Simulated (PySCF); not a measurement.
H₈N₂OSi₂, SMILES N[SiH2]N[SiH2]O. Geometry optimised at PBE-D3(BJ)/def2-SVP. This is a generated structure with no PubChem entry under its InChIKey; it may be hypothetical. The values are those of a single conformer.

Computed equilibrium geometry at PBE-D3(BJ)/def2-SVP (PySCF confirms it by a frequency run) as Cartesian coordinates in Å (one conformer of several):
```xyz
13

N     -1.4764     1.5556    -1.6635
Si    -1.3991     0.0245    -0.8370
N     -0.4215    -0.1026     0.6251
Si     1.1170    -0.8908     0.8784
O      2.4187     0.1591     1.0884
H     -2.0960     2.2865    -1.3058
H     -0.6292     1.9708    -2.0592
H     -0.7947    -0.9772    -1.7757
H     -2.8293    -0.2762    -0.4856
H     -0.7910     0.3944     1.4447
H      1.3076    -1.7802    -0.3199
H      1.1118    -1.6596     2.1635
H      2.6056     0.7262     0.3200
```
